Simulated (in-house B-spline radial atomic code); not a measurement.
Sm8+: [Kr] (4d3/2)3 (4d5/2)6 4f4 5s2 5p3 (with a hole in an inner shell)

Method: Dirac-Hartree-Fock, average of the jj configuration, Fermi nucleus of rms radius 5.0819 fm. Calculated with a radial B-spline atomic code at the basis-set limit.

Effective charges: Z_r = [3n² - l(l+1)]/(2<r>) from the radius, Z_e = n√(-2ε) from the energy, and Slater's rules. Values are occupation-weighted means over j. An effective charge above Z reflects the relativistic contraction of the inner shells.

| shell | electrons | ε (eV) | <r> (bohr) | Z_r | Z_e | Slater |
| --- | --- | --- | --- | --- | --- | --- |
| 1s | 2 | -47249 | 0.02274 | 65.97 | 58.93 | 61.70 |
| 2s | 2 | -7953.5 | 0.09639 | 62.24 | 48.36 | 57.85 |
| 2p | 6 | -7124 | 0.08521 | 58.68 | 45.76 | 57.85 |
| 3s | 2 | -1900.7 | 0.2535 | 53.26 | 35.46 | 50.75 |
| 3p | 6 | -1633.3 | 0.2518 | 49.64 | 32.87 | 50.75 |
| 3d | 10 | -1261.1 | 0.2305 | 45.55 | 28.88 | 40.85 |
| 4s | 2 | -505.58 | 0.5738 | 41.82 | 24.38 | 34.25 |
| 4p | 6 | -412.98 | 0.6052 | 38.00 | 22.04 | 34.25 |
| 4d | 9 | -279.1 | 0.654 | 32.11 | 18.12 | 23.20 |
| 5s | 2 | -160.75 | 1.268 | 29.56 | 17.19 | 14.75 |
| 4f | 4 | -140.1 | 0.7561 | 23.81 | 12.84 | 15.95 |
| 5p | 3 | -134.34 | 1.387 | 26.31 | 15.71 | 14.75 |

The least bound orbital is 5p3/2 at -132.5 eV, and it is also the most diffuse (<r> = 1.404 bohr). The part-filled 4d shell lies below the filled 5s shell in orbital energy.

For the 1s electron the small component carries 5.31 % of the norm, the zero-frequency Breit interaction raises the level by 136.1 eV, self-energy by 80.75 eV, and vacuum polarisation lowers it by 12.77 eV.
